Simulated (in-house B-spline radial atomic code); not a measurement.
Configurations of Tc⁵⁺, with energies counted from [Kr] 4d2. All numbers are computed (scalar-relativistic (X2C) PW91, spin-polarised, spherical fractional occupations; Fermi nucleus of rms radius 4.41117 fm) with a B-spline radial code for spherical atoms, not measured. Shells without spins written out take the highest spin.

Occupations are held fixed; configurations that lie above the ionisation limit could autoionise.

```
                         configuration  E - E(ref) (eV)  highest orbital  its <r> (bohr)
[Kr] 4d(1 up, 0 down) 5p(0 up, 1 down)           25.256          5p down           2.518
                          [Kr] 4d1 4f1           36.049            4f up           2.175
             [Ar] 3d10 4s2 4p5 4d2 5s1           57.231            5s up           2.231
             [Ar] 3d10 4s2 4p5 4d2 5d1            78.72            5d up           3.048
             [Ar] 3d10 4s2 4p5 4d2 5f1           90.633            5f up           4.152
                  [Ar] 3d9 4s2 4p6 4d3           258.82            4d up           1.314
              [Ar] 3d9 4s2 4p6 4d2 5p1           286.55            5p up           2.444
```

Question: Order these further configurations by energy, lowest first.
A. [Ar] 3d10 4s2 4p5 4d2 4f1
B. [Ar] 3d9 4s2 4p6 4d2 5f1
C. [Kr] 4d1 5f1
D. [Ar] 3d(4 up, 5 down) 4s2 4p6 4d(1 up, 1 down) 5f(0 up, 1 down)
E. [Ar] 3d10 4s2 4p(2 up, 3 down) 4d(2 up, 0 down) 5s(1 up, 0 down)

Answer: C (49.252 eV), E (59.621 eV), A (76.728 eV), B (311.53 eV), D (312.93 eV).

Question: How far above the reference does [Ar] 3d10 4s2 4p(2 up, 3 down) 4d(1 up, 1 down) 5f(1 up, 0 down) lie?

Answer: 93.144 eV; its least bound orbital is 5f up with <r> = 4.188 bohr.

Question: How far above the reference does [Kr] 4d1 5d1 lie?

Answer: 37.385 eV; its least bound orbital is 5d up with <r> = 3.084 bohr.
